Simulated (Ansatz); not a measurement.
AlFGeH5N (`[NH2][AlH][GeH2][F]`), one more setting.

```yaml
crystal:
  periodic: [false, false, false]
  atoms:
    - {symbol: N, position_ang: [-0.588869, 1.184396, -1.381471]}
    - {symbol: Al, position_ang: [0.782177, 0.679504, -0.399457]}
    - {symbol: Ge, position_ang: [0.192071, -1.145409, 1.181912]}
    - {symbol: F, position_ang: [-1.517779, -1.441744, 0.860072]}
    - {symbol: H, position_ang: [-1.503651, 0.768200, -1.298095]}
    - {symbol: H, position_ang: [-0.588740, 1.903368, -2.086843]}
    - {symbol: H, position_ang: [2.200085, 1.362213, -0.566016]}
    - {symbol: H, position_ang: [0.248780, -0.834919, 2.694636]}
    - {symbol: H, position_ang: [0.864325, -2.521810, 0.978163]}
basis:
  gaussian: {orbitals: def2-TZVP}
hamiltonian: {xc: {name: wPBEh}}
accuracy: high
output: {forces: true}
```

```sh
$ ansatz run in.yaml --threads 4 --pin off --events-out ev --progress --plain --max-ram 10444MiB
```

Shortened log:

```
Functional definition: wPBEh
3111 factors; integrals over basis functions are off by at most 3.2e-8 eV
117 factors; integrals over basis functions are off by at most 1.4e-9 eV
mean field evaluation 1: about -67383.7540 eV, gradient 7.5e1 eV
mean field evaluation 2: about -67342.3320 eV, gradient 1.4e2 eV
mean field evaluation 4: about -67393.4191 eV, gradient 4.0e0 eV
mean field evaluation 8: about -67393.5460 eV, gradient 5.8e-1 eV
mean field evaluation 16: about -67393.5464 eV, gradient 9.2e-5 eV
mean field -67393.54639941 eV, -2476.6671491918 hartree, gradient 1.7e-8 eV, S^2 0.000000; 0 other end points of the search recorded, 0 dependent functions left out
reference -67393.54640369 eV, -2476.6671493490 hartree; 33, 33 occupied and 144, 144 virtual orbitals, 3111 factors
Total energy: -67393.54640369 eV, -2476.6671493490 hartree
Atom 0 at    -0.588869     1.184396    -1.381471 Å, force    -0.013530     0.011864    -0.016471 eV/Å
Atom 1 at     0.782177     0.679504    -0.399457 Å, force     0.012942     0.007495    -0.002718 eV/Å
Atom 2 at     0.192071    -1.145409     1.181912 Å, force     0.056498     0.006599     0.013809 eV/Å
Atom 3 at    -1.517779    -1.441744     0.860072 Å, force    -0.050583    -0.015155    -0.003108 eV/Å
Atom 4 at    -1.503651     0.768200    -1.298095 Å, force     0.006222     0.004643    -0.002483 eV/Å
Atom 5 at    -0.588740     1.903368    -2.086843 Å, force     0.000537    -0.003815     0.003896 eV/Å
Atom 6 at     2.200085     1.362213    -0.566016 Å, force    -0.006100    -0.002013    -0.000077 eV/Å
Atom 7 at     0.248780    -0.834919     2.694636 Å, force    -0.002959    -0.004730     0.003708 eV/Å
Atom 8 at     0.864325    -2.521810     0.978163 Å, force    -0.003027    -0.004888     0.003445 eV/Å
Dipole moment:     0.265596     0.313908    -0.212530 e Å
```

Hardware: 4 threads of a server CPU on a shared host. Wall time 8.5 s, peak host memory 0.92 GiB.
